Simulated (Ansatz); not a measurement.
Reaction (ligand exchange at the Hf–S bond): `[F][Hf]([F])([SH])[Cl]` + HBr → `[F][Hf]([F])([Cl])[Br]` + H₂S

Calculated with Ansatz (gas phase, PBE0-D4/def2-TZVP geometries, no zero-point term in ΔE). CCSD(T)/CBS adds triple-zeta CCSD(T) − MP2 to the extrapolated MP2 energy (def2 sets, frozen cores). This one scheme is used for every species. Functionals use def2-TZVPP. Elements past krypton have def2 core potentials. For Br, Hf outer-core shells are correlated without core-valence functions, which leaves a few kJ/mol of doubt a bond. Scalar relativity is left out up to krypton. One conformer a species, not always the lowest.

| level | ΔE (eV) |
| --- | --- |
| r2SCAN-D4 | -0.70 |
| CAM-B3LYP-D4 | -0.71 |
| ωB97X-V | -0.71 |
| PBE-QIDH | -0.72 |
| r2SCANh | -0.71 |
| LC-ωPBE | -0.70 |
| CCSD(T)/def2-SVP | -0.72 |
| MP2/def2-QZVPP | -0.73 |

Q: What does CCSD(T)/CBS give? (An estimate is asked.)

A: The calculation gave: -0.72 eV. The listed levels differ from it by 0.02, 0.01, 0.01, 0.00, 0.01, 0.02, 0.00, -0.01 eV.

Q: What do rigid-rotor, harmonic-oscillator terms from PBE0-D4/def2-TZVP frequencies (298.15 K, 1 bar) make of the CCSD(T)/CBS value? (Best estimate.)

A: Computed: ΔZPE = +0.04 eV, ΔH = -0.69 eV, ΔS = -1 J/(mol·K), ΔG = -0.69 eV.

Largest T1 diagnostic among the species: 0.016.

Leaving LDA and LC-ωPBE aside and taking each functional with its dispersion term where it has one, the values, not all of them listed here, spread over 0.11 eV, from BHLYP-D4 to revPBE-D4. From PBE to PBE0 (25 % exact exchange), in def2-TZVPP and without D4, ΔE moves by −0.04 eV. In def2-TZVPP, CCSD(T) changes the Hartree–Fock value by +0.14 eV (the triples alone add +0.02 eV) and MP2 by +0.12 eV.
